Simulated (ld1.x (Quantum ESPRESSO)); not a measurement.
**Pd, PAW: configuration errors across variants**

- Element: Pd (Z = 46)
- Generator: ld1.x (Quantum ESPRESSO) 7.5
- Type: PAW
- Functional: LDA (PZ)
- Relativity: non-relativistic
- Frozen core: [Kr]
- Valence charge: 10
- Reference configuration: 4d10 5s0
- Partial waves: 5s (bound, empty): rcut 1.85, rcutus 2.25 bohr; 5s channel at 1.1 Ry: rcut 1.85, rcutus 2.25 bohr; 5p channel at 0.15 Ry: rcut 1.15, rcutus 1.60 bohr; 5p channel at 1.25 Ry: rcut 1.15, rcutus 1.60 bohr; 4d (bound): rcut 1.60, rcutus 1.90 bohr; 4d channel at 1.3 Ry: rcut 1.60, rcutus 1.90 bohr
- Local potential: all-electron potential smoothed inside 2.05 bohr (lloc = -1)
- Core correction: Bessel-smoothed model core, default radius (core density twice the valence density)
- Augmentation charge: BESSEL, radius 0.95 bohr

All-electron excitation energies from the reference (eV): (1) 4d9 5s0 9.526; (2) 4d8 5s0 30.895; (3) 4d7 5s0 65.922; (4) 4d6 5s0 116.039.

The overlap operator is not positive definite (basis up to 400 Ry) in “base”, “waves 4d (bound): rcut 1.40, rcutus 1.48 bohr; 4d channel at 1.3 Ry: rcut 1.40, rcutus 1.48 bohr”, “waves 4d (bound): rcut 1.60, rcutus 1.78 bohr; 4d channel at 1.3 Ry: rcut 1.60, rcutus 1.78 bohr”, “waves 4d (bound): rcut 1.60, rcutus 2.32 bohr; 4d channel at 1.3 Ry: rcut 1.60, rcutus 2.32 bohr”, “waves 4d (bound): rcut 1.60, rcutus 2.50 bohr; 4d channel at 1.3 Ry: rcut 1.60, rcutus 2.50 bohr”, “waves 4d (bound): rcut 1.60, rcutus 2.76 bohr; 4d channel at 1.3 Ry: rcut 1.60, rcutus 2.76 bohr”. Such files are unfit for use, however small their errors in these radial tests.

Tests that are not counted but printed errors over 1 eV. “waves 4d (bound): rcut 1.60, rcutus 2.32 bohr; 4d channel at 1.3 Ry: rcut 1.60, rcutus 2.32 bohr”: 4d6 5s0 (solver errors, printed error -360 eV); 4d9 5s1 (solver errors, printed error -752 eV).

1 further variants failed, have other tests or too few solved ones, and are left out.

A true bound ghost makes a file unfit for plane-wave use even where its test errors are small: the radial tests pick states by their node count and pass the ghost by. Where a test does run into it, the solver fails or the error is huge.

Errors AE − PS in meV (a dash: test not solved or not reliable):

| change | (1) | (2) | (3) | (4) | bound ghosts |
| --- | --- | --- | --- | --- | --- |
| base | -22 | -173 | -624 | -1585 | p (s not tested, overlap not positive) |
| waves 4d (bound): rcut 1.40, rcutus 1.48 bohr; 4d channel at 1.3 Ry: rcut 1.40, rcutus 1.48 bohr | -22 | -175 | -634 | -1615 | p (s not tested, overlap not positive) |
| waves 4d (bound): rcut 1.60, rcutus 1.78 bohr; 4d channel at 1.3 Ry: rcut 1.60, rcutus 1.78 bohr | -22 | -175 | -633 | -1611 | p (s not tested, overlap not positive) |
| waves 4d (bound): rcut 1.60, rcutus 2.32 bohr; 4d channel at 1.3 Ry: rcut 1.60, rcutus 2.32 bohr | -15 | -66 | +149 | – | p (s not tested, overlap not positive) |
| waves 4d (bound): rcut 1.60, rcutus 2.50 bohr; 4d channel at 1.3 Ry: rcut 1.60, rcutus 2.50 bohr | -21 | -197 | -808 | -2201 | p (s not tested, overlap not positive) |
| waves 4d (bound): rcut 1.60, rcutus 2.76 bohr; 4d channel at 1.3 Ry: rcut 1.60, rcutus 2.76 bohr | -24 | -209 | -797 | -2061 | p (s not tested, overlap not positive) |

Problem. Give the same row for: waves 4d (bound): rcut 1.60, rcutus 2.06 bohr; 4d channel at 1.3 Ry: rcut 1.60, rcutus 2.06 bohr.

Solution. -21, -163, -575, -1434; bound ghosts: p (s not tested, overlap not positive). Its overlap operator is not positive definite in a basis up to 400 Ry (lowest eigenvalue s -25059.62), so the file is unfit for use: the generalised eigenproblem breaks down once the basis is large enough, and its test numbers describe a broken file.
